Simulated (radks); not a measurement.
Question: Ni3+, 25 electrons, occupied as [Ar] 3d6 4p1 (not the ground configuration). Calculated with a radial shooting solver on a logarithmic mesh with Libxc functionals: scalar-relativistic Kohn-Sham, r2SCAN, spin-unpolarised, spherical densities, finite nucleus; meta-GGA in the generalised Kohn-Sham scheme; Fermi nuclear charge, rms radius 3.7757 fm. Some entries of the table are withheld. Estimate them.

orbital  occ.  eigenvalue (hartree)  <r> (bohr)  <r^2> (bohr^2)
1s          2             -304.6670     0.05410        0.003938
2s          2                   (1)      0.2445         0.07056
2p          6             -33.23674      0.2152             (2)
3s          2                   (3)      0.7281             (4)
3p          6              -4.52269      0.7581          0.6732
3d          6              -2.07859      0.8482             (5)
4p          1              -1.02447       2.375           6.373

Answer: 
(1) 2s eigenvalue (hartree): -38.39257
(2) 2p <r^2> (bohr^2): 0.05685
(3) 3s eigenvalue (hartree): -6.05381
(4) 3s <r^2> (bohr^2): 0.6098
(5) 3d <r^2> (bohr^2): 0.8980
